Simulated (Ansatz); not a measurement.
`[Cl][Ge]([Cl])([Cl])[Br]` → Cl₂ + `[Cl][Ge][Br]` at 500 K and 1 bar (germylene formation by 1,1-elimination).

Gas-phase electronic energies from Ansatz, PBE0-D4/def2-TZVP geometries. CCSD(T)/CBS is the MP2 limit (def2-TZVPP, def2-QZVPP) plus CCSD(T) − MP2 in def2-TZVPP, frozen cores. This one scheme is used for every species. For Br, Ge outer-core shells are correlated without core-valence functions, which leaves a few kJ/mol of doubt a bond. Scalar relativity is left out up to krypton.

| species | CCSD(T)/CBS energy (Eh) | H − E (kJ/mol) | S (J/(mol·K)) |
| --- | --- | --- | --- |
| `[Cl][Ge]([Cl])([Cl])[Br]` | -6028.93261 | 56.3 | 424.4 |
| Cl₂ | -919.51390 | 19.6 | 240.8 |
| `[Cl][Ge][Br]` | -5109.28758 | 29.8 | 341.7 |

H − E and S are ideal-gas, rigid-rotor, harmonic terms from PBE0-D4/def2-TZVP. 1 Eh = 2625.50 kJ/mol, R = 8.31446 J/(mol·K).

Problem. By hand: ΔE, ΔH, ΔS and ΔG.

Solution. ΔE = (-919.51390) + (-5109.28758) − (-6028.93261) = 0.13113 Eh = 344.3 kJ/mol. Δ(H − E) = 19.6 + 29.8 − 56.3 = -6.9, so ΔH = 337.4 kJ/mol. ΔS = 240.8 + 341.7 − 424.4 = 158.1 J/(mol·K). ΔG = 337.4 − 500 × (158.1)/1000 = 258.3 kJ/mol.

Problem. By hand: the equilibrium constant, and the temperature at which ΔG would vanish if ΔH and ΔS stayed fixed.

Solution. log₁₀ K = −ΔG/(RT ln 10) = -27.0. ΔG = 0 at ΔH/ΔS = 2134 K.

The number of gas molecules changes by +1, which sets the sign of ΔS. A doubt of 5 kJ/mol in ΔE shifts log₁₀ K by 0.5 here. These are equilibria of isolated gas molecules and say nothing of rates. Largest T1 diagnostic: 0.011 (customary marks: 0.02 for closed shells, 0.045 for open ones).
